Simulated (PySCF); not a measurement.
A GIAO shielding run with PySCF (density fitting, non-relativistic, gas phase) on SMILES C=C[SiH2]N([SiH3])[SiH2]O, C2H11NOSi3:

```
$ OMP_NUM_THREADS=1 python probes_run.py task.json out

{"job": {"kind": "nmr", "xc": "PBE0", "basis": "pcSseg-1"}, "charge": 0, "multiplicity": 1}
C      2.424440    -0.476790     0.477499
C      2.275088     0.403714    -0.498814
Si     0.621680     1.058059    -1.123268
N     -0.688300     0.272109    -0.279180
Si    -1.687438     1.191953     0.810051
Si    -1.109767    -1.360325    -0.729264
O     -1.741722    -2.181103     0.518658
H      3.388912    -0.832607     0.809082
H      1.568128    -0.884747     0.991923
H      3.162973     0.788286    -0.987310
H      0.526719     2.498928    -0.870826
H      0.495713     0.789000    -2.561463
H     -2.461250     0.269758     1.639601
H     -2.583139     2.066874     0.047069
H     -0.795911     1.985187     1.661580
H      0.119435    -1.997246    -1.197410
H     -2.209964    -1.403484    -1.683461
H     -1.314355    -2.181247     1.370595
```

Hardware: 1 thread of an Intel Xeon, shared host. The job also computes population analyses, field gradients.

**Question.** How large is the calculation?

**Answer.** 80 electrons, 195 basis functions and 1080 auxiliary functions.

**Question.** How long does it take, and how much memory does it need?

**Answer.** 2.1 min of wall time, with 13 SCF cycles and 5 response iterations; peak memory 0.88 GiB. Times on a shared host scatter by some tens of per cent.
